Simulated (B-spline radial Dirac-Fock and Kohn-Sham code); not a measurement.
# Dipole and non-dipole photoemission parameters of Sm⁺ 4f5/2

System: samarium as Sm⁺ in the configuration [Xe] 4f6 6s1; threshold 15.37 eV (orbital energy of the model). Calculated with a radial B-spline solver, using Dirac-Hartree-Slater photoionisation with a Latter tail; cross sections with all multipoles, angular parameters from the dipole term and its interference with E2.

For linearly polarised light dσ/dΩ = σ/(4π) [1 + β P₂(cos θ) + (δ + γ cos²θ) sin θ cos φ], with θ from the polarisation vector and φ the angle between the beam and the projection of the electron momentum on the plane normal to the polarisation.

| hν (eV) | σ (kb) | β | γ | δ |
| --- | --- | --- | --- | --- |
| 52.3 | 2080 | 0.556 | 0.006 | 0.009 |
| 60 | 2240 | 0.486 | 0.006 | 0.010 |
| 60.7 | 2250 | 0.481 | 0.006 | 0.010 |
| 82.4 | 2260 | 0.398 | 0.006 | 0.013 |
| 144 | 1650 | 0.439 | 0.009 | 0.019 |
| 150 | 1590 | 0.449 | 0.009 | 0.019 |
| 162 | 1460 | 0.472 | 0.010 | 0.020 |
| 230 | 897 | 0.606 | 0.017 | 0.026 |
| 231 | 890 | 0.608 | 0.017 | 0.026 |
| 253 | 758 | 0.648 | 0.020 | 0.027 |
| 265 | 696 | 0.668 | 0.022 | 0.028 |
| 400 | 284 | 0.853 | 0.050 | 0.039 |
| 482 | 176 | 0.926 | 0.074 | 0.045 |
| 600 | 95.8 | 0.998 | 0.116 | 0.054 |
| 974 | 21.5 | 1.078 | 0.267 | 0.079 |
| 997 | 19.9 | 1.079 | 0.276 | 0.081 |
| 1050 | 16.8 | 1.080 | 0.297 | 0.084 |
| 1100 | 14.4 | 1.080 | 0.317 | 0.087 |
| 1130 | 13.2 | 1.079 | 0.328 | 0.089 |
| 1220 | 10.1 | 1.076 | 0.363 | 0.095 |
| 1253.6 | 9.24 | 1.074 | 0.375 | 0.097 |
| 2000 | 1.74 | 0.998 | 0.608 | 0.140 |
| 2300 | 1.03 | 0.962 | 0.682 | 0.158 |
| 2430 | ? | ? | ? | ? |
| 4000 | 0.116 | 0.799 | 0.983 | 0.253 |
| 4170 | 0.0978 | 0.787 | 1.006 | 0.262 |
| 6910 | 0.0114 | 0.635 | 1.274 | 0.402 |
| 8047.8 | 0.00583 | 0.590 | 1.347 | 0.455 |
| 10500 | 0.00175 | 0.516 | 1.451 | 0.562 |
| 11200 | 0.00131 | 0.499 | 1.471 | 0.591 |

Question: Give the values at 2430 eV.

Answer: σ = 0.835 kb, β = 0.947, γ = 0.711, δ = 0.165.
